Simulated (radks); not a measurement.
Values are calculated unless marked as measured or tabulated.
Q: Orbital eigenvalues (eV) of the argon ion Ar+, [Ne] 3s2 3p5, of relativity; Dirac values are averaged over j with weights 2j + 1. Spin-unpolarised spherical Kohn-Sham, PBE, point nucleus unless stated (finite: rms radius 3.4274 fm), a radial shooting solver on a logarithmic mesh with Libxc functionals. A level marked "c x" has the speed of light scaled by that factor and shares open shells by 2j + 1; other Dirac levels either fill j = l - 1/2 first or share by 2j + 1.

| shell | non-rel. |
|---|---|
| 1s | -3120.8 |
| 2s | -308.62 |
| 2p | -243.69 |
| 3s | -36.454 |
| 3p | -22.132 |

Give the values at the level "Dirac, c x 1.25".

A: 
shell  Dirac, c x 1.25  change of magnitude (%)
1s             -3129.3                    +0.27
2s             -310.04                    +0.46
2p             -243.74                    +0.02
3s             -36.607                    +0.42
3p             -22.123                    -0.04
